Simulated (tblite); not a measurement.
A geometry optimisation, step by step.

Species: C₄H₁₁BO₂Si.
Atom-mapped SMILES: `[CH2:1]=[C:2]([CH2:3][CH3:4])[SiH2:5][B:6]([OH:7])[OH:8]` (hydrogens: H9, H10 on C1; H11, H12 on C3; H13, H14, H15 on C4; H16, H17 on Si5; H18 on O7; H19 on O8)

Computed with GFN2-xTB (tblite), gas phase: L-BFGS steps from a force-field or distance-geometry start until the largest atomic force falls under 0.01 eV/Å. 6 of its 161 geometries are shown.

Step 0: E = -687.2814 eV, largest atomic force 3.229 eV/Å
```
atom  x, y, z in Å  |  force x, y, z in eV/Å
C1      1.064   -1.724    0.837   -0.326   0.072  -0.048
C2      0.417   -0.731    0.212    0.530  -1.080   1.100
C3      1.054    0.522   -0.218    0.207   0.622  -1.239
C4      2.506    0.464    0.154    0.868  -0.556   0.347
Si5    -1.377   -0.966   -0.097   -1.192   0.043  -0.899
B6     -2.244    0.745   -0.451   -0.361   2.543   0.509
O7     -1.474    1.904   -0.904   -2.500  -1.170   1.676
O8     -3.584    0.986    0.065    1.777  -0.058   1.115
H9      2.117   -1.709    1.086   -0.304  -0.255   0.024
H10     0.498   -2.606    1.125    0.348   0.188  -0.054
H11     0.541    1.428    0.185    0.359  -0.731  -0.338
H12     0.982    0.535   -1.346   -0.142   0.353   0.953
H13     3.066    1.352   -0.161   -0.106  -0.364   0.233
H14     2.555    0.294    1.255    0.347   0.551  -0.739
H15     2.918   -0.465   -0.324    0.030   1.106   0.279
H16    -1.963   -1.641    1.073   -0.055  -0.179  -0.017
H17    -1.488   -1.781   -1.319   -0.029  -0.350   0.100
H18    -1.893    2.714   -0.512    0.437  -0.942  -0.999
H19    -3.705    0.686    1.014    0.112   0.208  -2.003
```

Step 32: E = -688.5352 eV, largest atomic force 0.050 eV/Å
```
atom  x, y, z in Å  |  force x, y, z in eV/Å
C1      1.036   -1.837    0.896    0.008   0.007  -0.010
C2      0.434   -0.837    0.266    0.001   0.023   0.002
C3      1.147    0.407   -0.195    0.011   0.001  -0.008
C4      2.633    0.504    0.134   -0.008  -0.007   0.000
Si5    -1.425   -0.894   -0.117   -0.012   0.031   0.006
B6     -2.265    0.895   -0.202   -0.031  -0.006  -0.009
O7     -1.617    1.888   -0.848   -0.018   0.013   0.005
O8     -3.484    1.220    0.320   -0.020   0.011   0.044
H9      2.089   -1.844    1.128    0.012  -0.014   0.011
H10     0.481   -2.707    1.203    0.018   0.004   0.012
H11     0.631    1.270    0.237    0.012  -0.011  -0.011
H12     1.012    0.483   -1.278    0.007   0.011  -0.001
H13     3.029    1.450   -0.232   -0.005  -0.020   0.000
H14     2.793    0.463    1.210    0.000  -0.022  -0.015
H15     3.191   -0.303   -0.337   -0.017  -0.004   0.019
H16    -2.046   -1.752    0.921   -0.004  -0.025   0.002
H17    -1.607   -1.671   -1.362    0.038   0.004  -0.002
H18    -2.081    2.729   -0.872   -0.018  -0.012  -0.005
H19    -3.960    0.545    0.801    0.024   0.015  -0.039
```

Step 64: E = -688.5437 eV, largest atomic force 0.048 eV/Å
```
atom  x, y, z in Å  |  force x, y, z in eV/Å
C1      1.016   -1.789    0.943    0.004  -0.009   0.021
C2      0.439   -0.795    0.280   -0.002  -0.024   0.003
C3      1.192    0.414   -0.207   -0.011   0.009  -0.002
C4      2.680    0.450    0.121    0.018  -0.003   0.008
Si5    -1.413   -0.853   -0.140   -0.006  -0.027  -0.013
B6     -2.325    0.903   -0.185    0.010   0.003   0.002
O7     -1.734    1.916   -0.855   -0.010   0.000   0.009
O8     -3.543    1.183    0.366    0.021  -0.003   0.016
H9      2.065   -1.812    1.188    0.004  -0.010   0.005
H10     0.443   -2.639    1.272   -0.002  -0.003   0.012
H11     0.709    1.300    0.212   -0.011   0.033  -0.006
H12     1.062    0.477   -1.292   -0.017  -0.001  -0.011
H13     3.126    1.367   -0.259   -0.021   0.016  -0.022
H14     2.838    0.418    1.196   -0.003  -0.004   0.023
H15     3.196   -0.391   -0.334    0.003  -0.020  -0.007
H16    -2.036   -1.799    0.821    0.019   0.039  -0.021
H17    -1.510   -1.566   -1.433    0.002   0.015  -0.006
H18    -2.235    2.735   -0.878   -0.004  -0.012   0.007
H19    -3.981    0.490    0.857    0.008   0.001  -0.019
```

Step 96: E = -688.5553 eV, largest atomic force 0.102 eV/Å
```
atom  x, y, z in Å  |  force x, y, z in eV/Å
C1      0.910   -1.656    1.148    0.005  -0.016  -0.004
C2      0.426   -0.761    0.299   -0.048   0.080  -0.041
C3      1.229    0.384   -0.263   -0.002   0.007   0.002
C4      2.720    0.375    0.051   -0.006  -0.011  -0.010
Si5    -1.369   -0.826   -0.322   -0.012  -0.027  -0.050
B6     -2.349    0.888   -0.157    0.035  -0.029   0.014
O7     -1.861    1.974   -0.794    0.000  -0.024   0.033
O8     -3.508    1.072    0.542   -0.006  -0.005  -0.002
H9      1.925   -1.650    1.509    0.038   0.014   0.000
H10     0.294   -2.459    1.518   -0.012   0.015   0.006
H11     0.793    1.318    0.104   -0.041  -0.024  -0.032
H12     1.095    0.383   -1.350   -0.011   0.013   0.027
H13     3.210    1.214   -0.439   -0.021  -0.016   0.004
H14     2.889    0.462    1.122    0.021  -0.036  -0.011
H15     3.172   -0.546   -0.312    0.043   0.001   0.048
H16    -2.037   -1.925    0.413    0.004  -0.011   0.027
H17    -1.289   -1.326   -1.711    0.001   0.027   0.010
H18    -2.384    2.772   -0.687   -0.012   0.014  -0.007
H19    -3.876    0.318    1.000    0.023   0.027  -0.016
```

Step 128: E = -688.5630 eV, largest atomic force 0.059 eV/Å
```
atom  x, y, z in Å  |  force x, y, z in eV/Å
C1      0.847   -1.561    1.199   -0.012   0.036   0.019
C2      0.404   -0.750    0.247    0.040  -0.010   0.019
C3      1.246    0.328   -0.382    0.030   0.004  -0.003
C4      2.704    0.369    0.060    0.015   0.000   0.004
Si5    -1.371   -0.835   -0.413   -0.028  -0.050   0.012
B6     -2.332    0.863   -0.092   -0.011   0.006  -0.021
O7     -1.831    1.983   -0.654    0.010   0.011  -0.011
O8     -3.469    1.016    0.648   -0.014  -0.026   0.014
H9      1.843   -1.509    1.611   -0.007  -0.031  -0.030
H10     0.212   -2.324    1.619   -0.003   0.009  -0.003
H11     0.771    1.295   -0.182    0.010  -0.050  -0.007
H12     1.211    0.184   -1.467   -0.008   0.027   0.025
H13     3.230    1.169   -0.455   -0.006  -0.005  -0.032
H14     2.791    0.546    1.130   -0.043   0.007   0.002
H15     3.191   -0.574   -0.177    0.037   0.011   0.007
H16    -2.015   -1.995    0.248    0.008   0.006  -0.016
H17    -1.275   -1.212   -1.837    0.002  -0.001   0.006
H18    -2.332    2.784   -0.486   -0.017   0.020   0.021
H19    -3.833    0.232    1.057   -0.003   0.037  -0.006
```

Step 160: E = -688.5700 eV, largest atomic force 0.009 eV/Å
```
atom  x, y, z in Å  |  force x, y, z in eV/Å
C1      0.838   -1.563    1.186    0.003  -0.002   0.002
C2      0.410   -0.785    0.201    0.001   0.003  -0.001
C3      1.275    0.235   -0.491   -0.001   0.000   0.001
C4      2.671    0.429    0.088    0.003   0.000   0.001
Si5    -1.383   -0.834   -0.421   -0.004   0.005   0.006
B6     -2.312    0.872   -0.035   -0.005   0.000  -0.005
O7     -1.767    2.011   -0.516    0.005   0.000   0.004
O8     -3.465    1.019    0.681    0.003   0.001   0.002
H9      1.844   -1.536    1.573    0.000   0.001   0.000
H10     0.184   -2.283    1.651   -0.002   0.006  -0.006
H11     0.742    1.190   -0.479   -0.001   0.002   0.003
H12     1.359   -0.060   -1.542    0.002  -0.002  -0.001
H13     3.196    1.208   -0.462   -0.005   0.002  -0.004
H14     2.617    0.727    1.133   -0.002  -0.001  -0.001
H15     3.252   -0.487    0.015    0.000  -0.007   0.001
H16    -2.029   -2.005    0.214    0.001  -0.002   0.001
H17    -1.324   -1.171   -1.857    0.004  -0.002  -0.001
H18    -2.253    2.812   -0.305   -0.003  -0.001   0.001
H19    -3.866    0.232    1.042   -0.002  -0.002  -0.004
```

Problem. Summarise the path.

Solution. The energy falls by 124.32 kJ/mol from step 0 to step 160; nine tenths of that is first reached at step 11. It falls at every step. The largest force goes from 3.229 to 0.009 eV/Å. Among the bonds B6–O7 changes most, from 1.463 to 1.351 Å; the atoms move by 0.554 Å rms after alignment.

Problem. Follow the three bonds and two angles with the largest change from start to end.

Solution. 
| step | E above end (kJ/mol) | largest force (eV/Å) | B6–O7 (Å) | B6–O8 (Å) | C2–Si5 (Å) | C2–C3–C4 (°) | H16–Si5–H17 (°) |
| --- | --- | --- | --- | --- | --- | --- | --- |
| 0 | 124.32 | 3.229 | 1.463 | 1.456 | 1.835 | 108.3 | 112.0 |
| 7 | 25.59 | 0.939 | 1.349 | 1.372 | 1.889 | 112.5 | 107.4 |
| 14 | 7.47 | 0.200 | 1.351 | 1.364 | 1.896 | 114.5 | 102.4 |
| 21 | 4.80 | 0.153 | 1.351 | 1.366 | 1.904 | 115.4 | 102.8 |
| 28 | 3.57 | 0.074 | 1.350 | 1.365 | 1.903 | 116.7 | 103.3 |
| 35 | 3.22 | 0.049 | 1.350 | 1.366 | 1.900 | 116.6 | 103.4 |
| 42 | 3.02 | 0.044 | 1.351 | 1.366 | 1.898 | 116.1 | 103.8 |
| 49 | 2.89 | 0.030 | 1.350 | 1.365 | 1.900 | 116.0 | 104.0 |
| 56 | 2.75 | 0.034 | 1.350 | 1.365 | 1.900 | 116.0 | 103.5 |
| 63 | 2.57 | 0.048 | 1.351 | 1.366 | 1.901 | 116.0 | 103.4 |
| 70 | 2.38 | 0.036 | 1.350 | 1.366 | 1.900 | 115.7 | 103.9 |
| 77 | 2.25 | 0.040 | 1.350 | 1.366 | 1.900 | 115.9 | 104.4 |
| 83 | 2.02 | 0.051 | 1.350 | 1.365 | 1.898 | 115.9 | 104.2 |
| 90 | 1.85 | 0.050 | 1.350 | 1.366 | 1.899 | 116.0 | 104.0 |
| 97 | 1.30 | 0.057 | 1.351 | 1.367 | 1.901 | 116.2 | 104.4 |
| 104 | 1.13 | 0.019 | 1.351 | 1.365 | 1.899 | 116.1 | 104.8 |
| 111 | 1.05 | 0.014 | 1.350 | 1.365 | 1.899 | 116.0 | 104.7 |
| 118 | 1.00 | 0.030 | 1.350 | 1.365 | 1.898 | 115.9 | 104.7 |
| 125 | 0.87 | 0.053 | 1.350 | 1.365 | 1.899 | 115.6 | 105.1 |
| 132 | 0.52 | 0.039 | 1.350 | 1.366 | 1.898 | 115.9 | 104.8 |
| 139 | 0.10 | 0.046 | 1.351 | 1.365 | 1.898 | 116.0 | 104.7 |
| 146 | 0.04 | 0.011 | 1.351 | 1.365 | 1.898 | 116.0 | 104.7 |
| 153 | 0.02 | 0.012 | 1.351 | 1.365 | 1.898 | 116.0 | 104.7 |
| 160 | 0.00 | 0.009 | 1.351 | 1.365 | 1.898 | 116.0 | 104.7 |

The cost below is that of the whole relaxation. On one thread of an Intel Xeon at 2.50 GHz, shared host, this took 3.8 s wall.
